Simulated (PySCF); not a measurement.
## Assigning NMR signals

Numbering as in the mapped SMILES `[N:1]#[C:2][CH2:3]/[C:4](=[CH:5]/[SiH3:6])[CH2:7][SiH3:8]`. Each H is labelled by its parent atom.

Non-relativistic, single conformer, in vacuum, fast rotation and ring inversion assumed for equivalent nuclei. PBE0/pcSseg-1 with gauge-including orbitals; GFN2-xTB structure; PySCF 2.14.

Chemical shifts δ = σref − σ; 13C, 1H vs TMS, all at this level.

Problem. Assign these signals to the numbered atoms. 13C{1H} NMR (computed): δ 160.6 (C), 122.0 (CH), 121.9 (C), 30.3 (CH2), 20.4 (CH2).

Solution. 
| δ (ppm) | atoms | environment | reason |
| --- | --- | --- | --- |
| 160.6 | C4 | fully substituted alkene carbon | the olefinic region |
| 122.0 | C5 | alkene CH | as expected for a trigonal carbon in a double bond |
| 121.9 | C2 | nitrile carbon | typical of a nitrile |
| 30.3 | C3 | allylic sp3 CH2 | aliphatic region, no heteroatom directly attached |
| 20.4 | C7 | allylic sp3 CH2 bonded to Si | – |

C5 and C2 lie closer than the usual error of such a calculation, so a measured spectrum could show them in the other order.

Problem. Assign these signals to the numbered atoms. 1H NMR (500 MHz, computed): δ 5.69 (q, 1H), 4.17 (d, 3H), 3.95 (t, 3H), 3.09 (s, 2H), 2.20 (q, 2H).

Solution. 
| δ (ppm) | atoms | environment | reason |
| --- | --- | --- | --- |
| 5.69 | H(C5) | hydrogen on an alkene CH | olefinic region |
| 4.17 | H(Si6) | hydrogen on a silicon bonded to C | – |
| 3.95 | H(Si8) | hydrogen on a silicon bonded to C | – |
| 3.09 | H(C3) | hydrogen on an allylic sp3 CH2 | allylic position |
| 2.20 | H(C7) | hydrogen on an allylic sp3 CH2 bonded to Si | allylic position |

Shifts are as computed. Against solution values, carbons near 30 ppm lie about +3 ppm off and those near 130 ppm about +5 ppm. Of 1211 compounds with measured shifts, 218 miss one by over three times the rms of a fit or turn the order of signals round; such compounds aren't used in these exercises. No couplings were computed; multiplicities are counted from neighbouring protons, with m where these are inequivalent, close in shift, in a saturated or five-membered ring or joined by F or P, and br s for small geminal =CH2 splittings.
